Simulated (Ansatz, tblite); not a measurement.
Ben: vertical EA (eV) at several levels, gas phase, relaxed structures; Ansatz, xTB through tblite. Clusters are the lowest isomers that short searches found in that spin, judged at the geometry's level. Raw xTB energies of ions are shifted by several eV. Singlets are spin-restricted. A dash marks a value that wasn't run or was left out as unsound. The structures are stationary points that may keep the symmetry of their start. Remarks come from the PBE and PBE0 runs and from stability tests at other levels; not every state was tested. A HOMO above zero means that the electron is unbound at that level and held by the basis, or that self-interaction error raises the level; the energy of removing that electron tells which. HOMO above LUMO (over both spins in singlets and doublets, within one spin in higher multiplets; at PBE or PBE0), or a gap under 0.15 eV within one spin, warns that the state may not be the lowest or that an electron is smeared out.

| species | state | geometry | GFN1-xTB | PBE/def2-TZVPD | r2SCAN/def2-TZVPD | PBE0/def2-TZVPD | remarks |
| --- | --- | --- | --- | --- | --- | --- | --- |
| Be4 | singlet to doublet | B3LYP/def2-TZVP | 3.81 | 1.64 | 1.70 | 1.62 | HOMO above zero (-1 doublet) |
| Be7 | singlet to doublet | r2SCAN/def2-TZVP | 4.26 | 1.84 | – | 1.83 | restricted SCF unstable in HF, HOMO above zero (-1 doublet), gap within one spin near zero at PBE or PBE0 (-1 doublet), spin-contaminated (⟨S²⟩ up to 0.83) (-1 doublet) |
| Be10 | singlet to doublet | PBE0/def2-SVP | 3.93 | 1.73 | 1.79 | 1.70 | restricted SCF unstable in HF, HOMO above zero (-1 doublet) |

Q: Estimate the rows for Be5 (singlet to doublet, PBE/def2-TZVP geometry).

A: 
| species | state | geometry | GFN1-xTB | PBE/def2-TZVPD | r2SCAN/def2-TZVPD | PBE0/def2-TZVPD | remarks |
| --- | --- | --- | --- | --- | --- | --- | --- |
| Be5 | singlet to doublet | PBE/def2-TZVP | 3.79 | 1.40 | 1.51 | 1.47 | restricted SCF unstable, HOMO above zero (-1 doublet) |

Over the 3 species that have every level, the mean is 3.84 at GFN1-xTB, 1.59 at PBE/def2-TZVPD, 1.67 at r2SCAN/def2-TZVPD, 1.60 at PBE0/def2-TZVPD.
